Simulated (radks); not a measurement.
Effect of the nuclear size on the antimony ion Sb2+, [Kr] 4d10 5s2 5p1. Calculated with a radial shooting solver on a logarithmic mesh with Libxc functionals: Dirac Kohn-Sham, relativistic LDA (MacDonald-Vosko exchange, VWN5 correlation), spin-unpolarised, spherical densities, finite nucleus; open shells are shared between the two j in proportion to 2j + 1; Fermi nuclear charge, rms radius 4.6802 fm. The rms radius is varied about that value; shifts are against it.

rms radius (fm)  total energy shift (eV)  density at nucleus (e/bohr^3)  1s1/2 shift (meV)  2s1/2 shift (meV)  4p1/2 shift (meV)  5s1/2 shift (meV)  5p1/2 shift (meV)  5p3/2 shift (meV)  6s1/2 (empty) shift (meV)
4.1654                            -0.955                      2.104e+05               -398              -45.9              0.163             -0.202              0.045              0.047                     -0.044
4.4883                            -0.367                      2.079e+05               -153              -17.7              0.063             -0.078              0.017              0.018                     -0.017
4.6802                                 0                      2.065e+05              0.000              0.000              0.000              0.000              0.000              0.000                      0.000
4.8721                             0.380                      2.052e+05                158               18.3             -0.065              0.080             -0.018             -0.019                      0.018
5.5554                              1.84                       2.01e+05                765               88.3             -0.313              0.388             -0.087             -0.091                      0.085

Slopes of the eigenvalues against <r^2> in GHz/fm^2, as finite differences over the two radii next to the reference (eigenvalue slopes, not the field-shift constants of lines): 1s1/2 20900, 2s1/2 2420, 4p1/2 -8.58, 5s1/2 10.6, 5p1/2 -2.37, 5p3/2 -2.50, 6s1/2 (empty) 2.33.
